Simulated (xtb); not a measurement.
C4H9NSi, SMILES C=C1[SiH2]N[C@H]1C. All values are semi-empirical tight-binding results from xtb (GFN2-xTB unless named), good for trends rather than for accurate numbers. The structure is a stationary point at GFN2-xTB. The structure was generated by enumeration; whether it is a known compound was not checked.

Q: Estimate the properties. (Estimate from the structure and the level; the computed values follow.)

A: 
```json
{
  "orbital_gap": "3.91 eV",
  "dipole_moment": "0.80 D",
  "zero_point_energy": "73.7 kcal/mol",
  "G − E(el) at 298.15 K (modified RRHO)": "54.2 kcal/mol",
  "static polarisability (D4 model)": "82.2 bohr³",
  "solvation energy, GFN2-xTB/ALPB(water)": "-0.3 kcal/mol",
  "solvation energy, GFN2-xTB/ALPB(octanol)": "-3.9 kcal/mol"
}
```
